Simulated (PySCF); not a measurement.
C$_{4}$H$_{10}$B (SMILES CC[B]CC), doublet, geometry from GFN2-xTB; CCSD(T)/STO-3G (PySCF).

Input for PySCF:
```python
from pyscf import gto, scf, cc

mol = gto.Mole()
mol.atom = '''
    C     2.55212028   -0.07843849   -0.01544216
    C     1.05655245   -0.00288077   -0.34797966
    B     0.04156866   -0.02548473    0.83927387
    C    -1.51732436    0.02806243    0.73690154
    C    -2.10609985    0.06146758   -0.68549591
    H     2.84591760    0.75773816    0.61521392
    H     2.77845154   -0.99977036    0.51670143
    H     3.15644481   -0.05098582   -0.92124247
    H     0.88251678    0.91104010   -0.92989826
    H     0.81602139   -0.83073037   -1.02679224
    H    -1.88561090    0.90774568    1.27658887
    H    -1.95683364   -0.82525043    1.26495210
    H    -1.81592791   -0.82862133   -1.23934096
    H    -1.74642232    0.93309464   -1.22769903
    H    -3.19389164    0.10389871   -0.65275541
'''
mol.basis = 'sto-3g'
mol.spin = 1
mol.verbose = 4
mol.build()

mf = scf.UHF(mol)
mf.kernel()

mycc = cc.CCSD(mf, frozen=5)
mycc.kernel()
et = mycc.ccsd_t()
print('E(CCSD(T)) = %.10f' % (mycc.e_tot + et))
```

What the program printed (banner, timings and long lists left out):

```
PySCF version 2.14.0

[INPUT] verbose = 4
[INPUT] num. atoms = 15
[INPUT] num. electrons = 39
[INPUT] charge = 0
[INPUT] spin (= nelec alpha-beta = 2S) = 1
[INPUT] symmetry False subgroup None
[INPUT] Mole.unit = angstrom
[INPUT] Symbol           X                Y                Z      unit          X                Y                Z       unit  Magmom
[INPUT]  1 C      2.552120280000  -0.078438490000  -0.015442160000 AA    4.822808366148  -0.148227263724  -0.029181453172 Bohr   0.0
[INPUT]  2 C      1.056552450000  -0.002880770000  -0.347979660000 AA    1.996594766738  -0.005443866328  -0.657586254319 Bohr   0.0
[INPUT]  3 B      0.041568660000  -0.025484730000   0.839273870000 AA    0.078553382765  -0.048159160058   1.585997757804 Bohr   0.0
[INPUT]  4 C     -1.517324360000   0.028062430000   0.736901540000 AA   -2.867327482531   0.053030307090   1.392542091370 Bohr   0.0
[INPUT]  5 C     -2.106099850000   0.061467580000  -0.685495910000 AA   -3.979951907488   0.116156891740  -1.295399529410 Bohr   0.0
[INPUT]  6 H      2.845917600000   0.757738160000   0.615213920000 AA    5.378004837080   1.431917596532   1.162585816820 Bohr   0.0
[INPUT]  7 H      2.778451540000  -0.999770360000   0.516701430000 AA    5.250512460976  -1.889292167858   0.976424190871 Bohr   0.0
[INPUT]  8 H      3.156444810000  -0.050985820000  -0.921242470000 AA    5.964816218205  -0.096349236036  -1.740895962618 Bohr   0.0
[INPUT]  9 H      0.882516780000   0.911040100000  -0.929898260000 AA    1.667715014533   1.721616277496  -1.757253035110 Bohr   0.0
[INPUT] 10 H      0.816021390000  -0.830730370000  -1.026792240000 AA    1.542056938887  -1.569852882659  -1.940356120429 Bohr   0.0
[INPUT] 11 H     -1.885610900000   0.907745680000   1.276588870000 AA   -3.563288178495   1.715390725957   2.412403337968 Bohr   0.0
[INPUT] 12 H     -1.956833640000  -0.825250430000   1.264952100000 AA   -3.697879650936  -1.559497296880   2.390413029693 Bohr   0.0
[INPUT] 13 H     -1.815927910000  -0.828621330000  -1.239340960000 AA   -3.431606411854  -1.565867374673  -2.342014989356 Bohr   0.0
[INPUT] 14 H     -1.746422320000   0.933094640000  -1.227699030000 AA   -3.300259882628   1.763293317900  -2.320014930094 Bohr   0.0
[INPUT] 15 H     -3.193891640000   0.103898710000  -0.652755410000 AA   -6.035580471138   0.196340106596  -1.233528951228 Bohr   0.0

nuclear repulsion = 156.091550078235
number of shells = 25
number of NR pGTOs = 105
number of NR cGTOs = 35
basis = sto-3g
ecp = {}

******** <class 'pyscf.scf.uhf.UHF'> ********
method = UHF
initial guess = minao
damping factor = 0
level_shift factor = 0
DIIS = <class 'pyscf.scf.diis.CDIIS'>
diis_start_cycle = 1
diis_space = 8
diis_damp = 0
SCF conv_tol = 1e-09
SCF conv_tol_grad = None
SCF max_cycles = 50
direct_scf = True
direct_scf_tol = 1e-13
number electrons alpha = 20  beta = 19
Set gradient conv threshold to 3.16228e-05
init E= -180.338634450141

cycle= 1 E= -179.705351343821  delta_E= 0.633  |g|= 0.201  |ddm|= 3.11
cycle= 2 E= -179.752075469757  delta_E= -0.0467  |g|= 0.0666  |ddm|= 0.429
cycle= 3 E= -179.758900109963  delta_E= -0.00682  |g|= 0.0153  |ddm|= 0.192
cycle= 4 E= -179.759308069819  delta_E= -0.000408  |g|= 0.00627  |ddm|= 0.0394
cycle= 5 E= -179.759378522155  delta_E= -7.05e-05  |g|= 0.00214  |ddm|= 0.0192
cycle= 6 E= -179.759386529766  delta_E= -8.01e-06  |g|= 0.000773  |ddm|= 0.00696
cycle= 7 E= -179.759387671192  delta_E= -1.14e-06  |g|= 0.000292  |ddm|= 0.00248
cycle= 8 E= -179.759387860683  delta_E= -1.89e-07  |g|= 0.000108  |ddm|= 0.00108
cycle= 9 E= -179.759387886581  delta_E= -2.59e-08  |g|= 3.56e-05  |ddm|= 0.00042
cycle= 10 E= -179.759387889176  delta_E= -2.59e-09  |g|= 1.06e-05  |ddm|= 0.000133
cycle= 11 E= -179.759387889394  delta_E= -2.19e-10  |g|= 4e-06  |ddm|= 3.81e-05
Extra cycle  E= -179.759387889418  delta_E= -2.33e-11  |g|= 2.67e-06  |ddm|= 7.18e-06
converged SCF energy = -179.759387889418  <S^2> = 0.7521116  2S+1 = 2.0021105

******** <class 'pyscf.cc.uccsd.UCCSD'> ********
CC2 = 0
CCSD nocc = (np.int64(15), np.int64(14)), nmo = (30, 30)
frozen orbitals 5
max_cycle = 50
direct = 0
conv_tol = 1e-07
conv_tol_normt = 1e-06
diis_space = 6
diis_start_cycle = 0
diis_start_energy_diff = 1e+09
Init t2, MP2 energy = -0.226065204841653
Init E_corr(UCCSD) = -0.226065204848688
cycle = 1  E_corr(UCCSD) = -0.277208639933301  dE = -0.0511434351  norm(t1,t2) = 0.0827278
cycle = 2  E_corr(UCCSD) = -0.29308541505591  dE = -0.0158767751  norm(t1,t2) = 0.0316024
cycle = 3  E_corr(UCCSD) = -0.302787394444618  dE = -0.00970197939  norm(t1,t2) = 0.0138689
cycle = 4  E_corr(UCCSD) = -0.302814858294594  dE = -2.746385e-05  norm(t1,t2) = 0.00234688
cycle = 5  E_corr(UCCSD) = -0.302808823905655  dE = 6.03438894e-06  norm(t1,t2) = 0.000683581
cycle = 6  E_corr(UCCSD) = -0.302815010154782  dE = -6.18624913e-06  norm(t1,t2) = 0.000250989
cycle = 7  E_corr(UCCSD) = -0.302809965655811  dE = 5.04449897e-06  norm(t1,t2) = 8.69517e-05
cycle = 8  E_corr(UCCSD) = -0.302810215462911  dE = -2.498071e-07  norm(t1,t2) = 3.13065e-05
cycle = 9  E_corr(UCCSD) = -0.302810365321267  dE = -1.49858356e-07  norm(t1,t2) = 1.55836e-05
cycle = 10  E_corr(UCCSD) = -0.302810531946983  dE = -1.66625716e-07  norm(t1,t2) = 7.74919e-06
cycle = 11  E_corr(UCCSD) = -0.302810339413921  dE = 1.92533062e-07  norm(t1,t2) = 3.90301e-06
cycle = 12  E_corr(UCCSD) = -0.302810134922499  dE = 2.04491422e-07  norm(t1,t2) = 2.82125e-06
cycle = 13  E_corr(UCCSD) = -0.30281004836904  dE = 8.65534591e-08  norm(t1,t2) = 1.90049e-06
cycle = 14  E_corr(UCCSD) = -0.302810119718833  dE = -7.13497934e-08  norm(t1,t2) = 9.72124e-07
UCCSD converged
E(UCCSD) = -180.0621980091366  E_corr = -0.302810119718833
UCCSD(T) correction = -0.00207228613547906
E(CCSD(T)) = -180.0642702953
```
